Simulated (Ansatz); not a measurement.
Reaction (formal exchange of groups at a C–Ga bond): `C=[CH][GaH2]` + `O[SiH2]N[SiH3]` → `C=C[SiH2]N[SiH2]O` + `[GaH3]`

Gas-phase electronic energies from Ansatz, PBE0-D4/def2-TZVP geometries. CBS: MP2 limit from def2 TZ/QZ plus the TZ coupled-cluster correction, frozen cores. DFT in def2-TZVPP. B3LYP here is the variant with VWN-RPA as its local correlation; programs differ in this. For Ga outer-core shells are correlated without core-valence functions, which leaves a few kJ/mol of doubt a bond. Scalar relativity is left out up to krypton. Each species was taken in one conformer, which may not be the lowest.

| level | ΔE (kcal/mol) | difference from CCSD(T)/CBS |
| --- | --- | --- |
| PBE-D4 | -1.4 | -1.4 |
| r2SCAN-D4 | -1.7 | -1.7 |
| PBE0-D4 | -1.8 | -1.8 |
| B3LYP-D4 | -1.5 | -1.5 |
| ωB97X-V | -1.5 | -1.5 |
| ωB97M-V | -1.9 | -1.9 |
| B2PLYP | 0.2 | 0.2 |
| PBE | -0.1 | -0.1 |
| r2SCAN | -1.2 | -1.2 |
| PBE0 | -0.6 | -0.6 |
| B3LYP | 0.4 | 0.4 |
| HF/def2-TZVPP | 0.1 | 0.1 |
| MP2/def2-TZVPP | -0.1 | -0.1 |
| SCS-MP2/def2-TZVPP | 0.2 | 0.2 |
| CCSD/def2-TZVPP | -0.1 | -0.1 |
| CCSD(T)/def2-TZVPP | -0.2 | -0.2 |
| HF/def2-QZVPP | -0.1 | -0.1 |
| MP2/def2-QZVPP | 0.0 | 0.0 |
| SCS-MP2/def2-QZVPP | 0.1 | 0.1 |
| HF/CBS(def2) | -0.1 | -0.1 |
| MP2/CBS(def2) | 0.1 | 0.1 |
| CCSD/CBS(def2) | 0.1 | 0.1 |
| CCSD(T)/CBS | 0.0 | 0 |

Largest T1 diagnostic among the species: 0.013.

The D4 term adds −2.0 kcal/mol with B3LYP and −1.2 kcal/mol with PBE0; it sums over pairs of atoms, weighted by their polarisabilities, and B3LYP, whose exchange is more repulsive, gets the larger term.
